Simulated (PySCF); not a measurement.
CH₆ClFOSi₂. Atoms are numbered in the order given.

```xyz
12

O      0.5429    -1.8275    -0.1868
C      0.8993    -0.4812    -0.5405
Si     2.3048     0.1346     0.6190
Si    -0.6114     0.6466    -0.5897
F     -1.6016     0.3014    -1.8429
Cl    -1.6462     0.1865     1.1599
H     -0.0353    -1.7624     0.6019
H      1.3165    -0.5104    -1.5736
H      2.7377     1.5358     0.2699
H      1.7886     0.1137     2.0307
H      3.4703    -0.8035     0.4980
H     -0.3256     2.1130    -0.6304
```

Geometry: PBE-D3(BJ)/def2-SVP. The structure was generated by enumeration; whether it is a known compound was not checked. One conformer was computed; it need not be the lowest.

Level of theory: PBE-D3(BJ)/def2-SVP (PySCF 2.14.0).

Frequencies are harmonic and unscaled.

```csv
mode,ν (cm⁻¹),IR (km/mol),moving atoms (share of kinetic energy)
1,46,0.2,"Si 23 %, O 23 %, Cl 21 %, F 17 %, H 14 %"
2,103,1.3,"Si 30 %, Cl 27 %, F 16 %, H 16 %"
3,137,4.5,"H 38 %, O 27 %, Cl 13 %, Si 10 %"
4,159,2.5,"H 54 %, O 23 %, Cl 11 %"
5,179,1.8,"O 35 %, F 31 %, H 15 %, Si 12 %"
6,231,11.1,"F 37 %, Si 19 %, Cl 18 %, O 13 %, H 10 %"
7,283,9.5,"Si 44 %, F 24 %, H 13 %"
8,372,70.6,"H 49 %, C 16 %, Si 15 %, O 14 %"
9,417,48.4,"H 66 %, Si 13 %, Cl 9 %"
10,495,22.7,"Si 38 %, H 31 %, C 11 %, Cl 11 %"
11,535,45.0,"Si 41 %, H 28 %, Cl 26 %"
12,572,29.4,"H 62 %, Si 19 %, C 11 %"
13,659,7.6,"H 67 %, C 24 %"
14,740,88.9,"H 60 %, C 28 %, Si 11 %"
15,798,25.9,"H 80 %, F 13 %"
16,824,124.5,"H 40 %, C 31 %, Si 21 %"
17,872,290.0,"H 74 %, Si 16 %, F 9 %"
18,892,40.6,"H 37 %, Si 32 %, F 29 %"
19,903,33.6,H 95 %
20,908,29.0,H 96 %
21,1000,64.7,"H 39 %, C 33 %, O 26 %"
22,1020,55.1,"C 39 %, H 38 %, O 17 %"
23,1162,41.3,"H 86 %, C 14 %"
24,1345,55.1,H 85 %
25,2150,67.9,H 98 %
26,2176,66.2,H 97 %
27,2189,85.6,H 96 %
28,2212,103.1,H 97 %
29,2974,2.1,H 92 %
30,3622,49.1,H 94 %
```
